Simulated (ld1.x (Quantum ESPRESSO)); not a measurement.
thallium: variants of one TM potential

Base potential:

```
Element                 : thallium
Generator               : ld1.x (Quantum ESPRESSO) 7.5
Type                    : norm-conserving Troullier–Martins (Kleinman–Bylander form)
Functional              : LDA (PZ)
Relativity              : scalar-relativistic
Frozen core             : [Xe] 4f14 5d10
Valence charge          : 3
Reference configuration : 6s2 6p0 (charge +1)
Partial waves           : 6s (bound): rc 1.55 bohr; 6p (bound, empty): rc 2.95 bohr
Local potential         : the p channel
Core correction         : none
```

All-electron outer shells of the reference configuration (LDA (PZ), scalar-relativistic, ld1.x):

```
shell  level (eV)  outermost node (bohr)  outermost maximum (bohr)
   5d      -22.98                   0.53                      1.11
   6s      -16.69                   1.04                      2.05
   6p       -8.45                   1.22                      2.70
```

Cutoffs, loose and tight: the cutoffs (Ry, on a coarse ladder) from which the occupation-weighted sum of valence levels, in a spherical-Bessel basis at the reference potential, stays within 10 and 1 mRy of its value at 400 Ry. They do not see the model core or the augmentation charge, which bear on the density cutoff. Test errors are all-electron minus pseudo excitation energies from the reference, over the configurations 6s2 6p1; 6s1 6p0; 6s2 6p0.5; 6s0 6p3; 6s1 6p2; 6s2 6p1.3; 6s1 6p1 (two spin-polarised tests are not counted in the largest error). A dash means not determined; rows that change the core or the reference have their own tests. The largest error is taken over the tests solved by every variant that gives reliable tests at all: 6s0 6p3; 6s1 6p0; 6s1 6p1; 6s1 6p2; 6s2 6p0.5; 6s2 6p1; 6s2 6p1.3.

A true bound ghost makes a file unfit for plane-wave use even where its test errors are small: the radial tests pick states by their node count and pass the ghost by.

| change | outcome | cutoff, loose | cutoff, tight | bound ghosts | largest test error (meV) |
| --- | --- | --- | --- | --- | --- |
| base | generated | 35 Ry | 140 Ry | none | +292 |
| local potential all-electron potential smoothed inside 2.80 bohr (lloc = -1) | generated | 35 Ry | 140 Ry | d | +292 |
| wave 6p (bound): rc 2.95 bohr becomes 6p (bound): rc 3.86 bohr | generated | 35 Ry | 140 Ry | none | +328 |
| type ultrasoft; waves now 6s (bound): rcut 1.35, rcutus 1.55 bohr; 6s channel at 3.75 Ry: rcut 1.35, rcutus 1.55 bohr; 6p (bound): rcut 2.55, rcutus 2.95 bohr; 6p channel at -0.2 Ry: rcut 2.55, rcutus 2.95 bohr; local potential all-electron potential smoothed inside 1.45 bohr (lloc = -2); augmentation PSQ, inside the norm-conserving radii | failed: chargeps: negative rho | – | – | – | – |
| functional revPBE | generated | 40 Ry | 140 Ry | none | +585 |
| wave 6s (bound): rc 1.55 bohr becomes 6s (bound): rc 1.12 bohr | failed: run_pseudo: Errors in PS-KS equation | – | – | – | – |
| all radii scaled by about 0.80 (s 1.24, p 2.38 bohr) | generated | 300 Ry | over 300 Ry | none | +414 |
| core correction a·sin(br)/r model core inside 1.14 bohr | generated | 35 Ry | 140 Ry | none | -221 |
| core [Xe] 4f14, valence charge 13; reference 5d10 6s1 6p2; waves now 6s (bound): rc 1.85 bohr; 6p (bound): rc 2.05 bohr; 5d (bound): rc 1.25 bohr; local potential all-electron potential smoothed inside 1.45 bohr (lloc = -1); core correction Bessel-smoothed model core inside 1.10 bohr | generated | 80 Ry | 100 Ry | s, p | -73 |
| wave 6p (bound): rc 2.95 bohr becomes 6p (bound): rc 2.92 bohr | generated | 35 Ry | 140 Ry | none | +292 |

Task: What comes out with this change to the base: reference 6s2 6p1?

Result: outcome: generated; cutoff, loose: 35 Ry; cutoff, tight: 140 Ry; bound ghosts: none; largest test error (meV): +146.
